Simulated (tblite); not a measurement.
Compound: C6H15NOSi.
Structure used (GFN2-xTB), in Å, numbered top down from 1:
```
atom  x, y, z in Å
C1    -2.567   -1.539   -0.420
Si2   -1.470   -0.020   -0.103
C3    -2.436    1.363    0.772
C4     0.221   -0.429    0.692
C5     1.177    0.395   -0.176
C6     2.620   -0.133   -0.182
N7     3.311   -0.050    1.091
C8     0.577    0.414   -1.587
O9    -0.819    0.547   -1.506
H10   -3.405   -1.266   -1.053
H11   -2.029   -2.340   -0.918
H12   -2.972   -1.933    0.506
H13   -1.793    2.175    1.097
H14   -3.181    1.782    0.103
H15   -2.956    0.979    1.643
H16    0.456   -1.489    0.596
H17    0.315   -0.168    1.744
H18    1.177    1.426    0.196
H19    2.620   -1.183   -0.487
H20    3.208    0.430   -0.914
H21    2.805   -0.579    1.794
H22    3.352    0.915    1.405
H23    0.964    1.246   -2.181
H24    0.814   -0.523   -2.105
```

All values are computed: GFN2-xTB (tblite) harmonic vibrations without scaling, gas phase. Against measured fundamentals such values can be off by several per cent, at times by over 20. One conformer, not necessarily the lowest.

Harmonic wavenumbers (cm⁻¹): 49.8, 78.4, 86.9, 98.0, 124.1, 157.2, 162.8, 173.2, 229.3, 244.7, 305.0, 355.8, 416.2, 444.6, 558.1, 662.1, 738.2, 748.0, 770.0, 781.4, 789.1, 840.5, 855.0, 856.3, 877.6, 910.6, 957.8, 998.5, 1028.3, 1066.1, 1097.2, 1121.2, 1134.0, 1162.3, 1220.9, 1234.9, 1269.4, 1317.5, 1325.9, 1331.5, 1338.5, 1371.1, 1375.0, 1478.2, 1481.5, 1482.9, 1483.3, 1486.2, 1487.9, 1493.6, 1573.7, 2900.1, 2915.8, 2945.2, 2953.4, 2957.9, 2977.7, 3012.3, 3039.1, 3042.1, 3050.6, 3054.6, 3057.4, 3061.6, 3383.5, 3414.1.

A = 2442, B = 767.0, C = 737.1 MHz; mass 145.092 u (most abundant isotopes); point group C1, symmetry number 1.

Task: Zero-point energy?

Result: Half the sum of the wavenumbers: 45198 cm⁻¹ = 540.69 kJ/mol.

Task: Give the ideal-gas entropy at 500 K and 1 bar in the rigid-rotor, harmonic-oscillator model (classical rotation).

Result: Translation 181.68, rotation 131.27, vibration 265.40: S = 578.3 J/(mol K).

Task: And Cp and H(500 K) − H(0)?

Result: Cp = 287.93 J/(mol K), of which vibrations give 254.67 (their classical limit is 66 R = 548.8); H(500 K) − H(0) = 83.45 kJ/mol without the zero-point energy, 66.82 from vibrations.

Task: What must be added to the electronic energy to get the Gibbs energy at 500 K and 1 bar?

Result: ZPE + [H(500 K) − H(0)] − T·S = 540.69 + 83.45 − 289.17 = 334.97 kJ/mol.

Task: How do the functions run with temperature in this model?

Result: 
| T (K) | S (J/(mol K)) | Cp (J/(mol K)) | H − H(0) (kJ/mol) | G − H(0) (kJ/mol) | ln q(vib) |
| --- | --- | --- | --- | --- | --- |
| 50 | 252.6 | 64.5 | 2.23 | -10.40 | 0.59 |
| 100 | 308.3 | 97.3 | 6.34 | -24.49 | 2.25 |
| 298.15 | 455.6 | 191.2 | 34.68 | -101.15 | 9.23 |
| 373.15 | 502.7 | 229.9 | 50.49 | -137.10 | 11.72 |
| 750 | 711.9 | 370.6 | 166.52 | -367.44 | 23.66 |
| 1000 | 826.6 | 425.7 | 266.49 | -560.11 | 30.95 |

q(vib) and H(0) count from the zero-point level.

Task: Which modes carry the vibrational entropy at 500 K?

Result: 49.8 cm⁻¹: 24.47; 78.4 cm⁻¹: 20.71; 86.9 cm⁻¹: 19.86; 98.0 cm⁻¹: 18.87; 124.1 cm⁻¹: 16.92; 157.2 cm⁻¹: 14.98 J/(mol K); the other 60 give 149.58 together.

Task: Blend soft modes into free rotors: weight 1/[1 + (100 cm⁻¹/ν̃)⁴] for the oscillator and the rest for a rotor with moment μB/(μ + B), μ = h/(8π²ν), B = 10⁻⁴⁴ kg m². What vibrational entropy results?

Result: 246.42 J/(mol K) in place of 265.40, which changes −T·S at 500 K by +9.49 kJ/mol.

Hindered rotation and anharmonicity are outside this model. Other conformers, if any are populated, would add a mixing term that is left out. The structure is chiral; the term R ln 2 for an equal mix with its mirror image is left out.
